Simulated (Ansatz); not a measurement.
One change: `FC[O][ZnH]` becomes `FCO[SiH2]F`.

Ansatz, PBE0-D4/def2-TZVP geometries, multiplicity 1. Each molecule was computed in one conformer, which needn't be the lowest.

Scalar relativity is left out up to krypton.

```tsv
property	`FC[O][ZnH]`
HOMO–LUMO gap (PBE/def2-TZVPP) / eV	5.22
HOMO energy (B3LYP/def2-TZVPP) / eV	-7.53
HOMO energy (PBE0/def2-TZVPP) / eV	-7.74
HOMO energy (PBE/def2-TZVPP) / eV	-6.22
size of the dipole moment (ωB97M-V/def2-TZVPP) / D	0.30
size of the dipole moment (B3LYP/def2-TZVPP) / D	0.31
```

Q: What does the change do to each property? (An estimate is asked.)

A: Ansatz gave: 
```csv
property,`FCO[SiH2]F`,shift
HOMO–LUMO gap (PBE/def2-TZVPP) / eV,7.15,1.93
HOMO energy (B3LYP/def2-TZVPP) / eV,-9.04,-1.51
HOMO energy (PBE0/def2-TZVPP) / eV,-9.26,-1.52
HOMO energy (PBE/def2-TZVPP) / eV,-7.60,-1.38
size of the dipole moment (ωB97M-V/def2-TZVPP) / D,1.04,0.74
size of the dipole moment (B3LYP/def2-TZVPP) / D,1.05,0.74
```

With PBE0 the HOMO falls by 1.52 eV and the LUMO rises by 0.74 eV, so the gap widens by about 2.26 eV. PBE moves the HOMO by -1.38 eV and ωB97M-V by -1.51 eV. Dipoles are sizes alone; their direction can turn.

B3LYP here is the variant with VWN-RPA as its local correlation; programs differ in this.
